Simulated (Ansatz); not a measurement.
Li₃Cl₂⁺. The state is a triplet with charge 1. Geometry PBE0-D4/def2-TZVP, that of the neutral doublet; atoms count from 1.

```xyz
5

Li   -1.318    1.487   -0.576
Li   -1.329   -1.550   -0.334
Li    1.324    0.032    0.455
Cl    0.655   -2.043    0.391
Cl    0.669    2.074    0.064
```

At PBE0-D4/def2-TZVP a singlet of charge 1 lies 4.35 eV below the triplet at the same geometry. The structure comes from a short search, and lower isomers may exist.

Q: Estimate the Mulliken populations from the PBE0/def2-TZVP orbitals of Ansatz.

A: 
```tsv
atom	charge (e)	spin (α − β)
Li1	0.41	0.50
Li2	0.41	0.50
Li3	0.78	-0.02
Cl4	-0.30	0.51
Cl5	-0.30	0.51
```
Mulliken values and Mayer orders depend strongly on the basis.

Q: Where does the spin sit?

A: Summed by element: Li 0.98, Cl 1.02, of 2 unpaired in all. Largest on single atoms: Cl5 0.51, Cl4 0.51, Li2 0.50.

Q: And the Mayer bond orders between bonded heavy atoms (over 0.3)?

A: Li1–Li2 0.50 (3.05 Å). Values over 0.3 also appear between atoms too far apart for a bond (Cl4–Cl5 0.46 at 4.13 Å); they arise where an orbital or an unpaired electron spreads over both atoms.
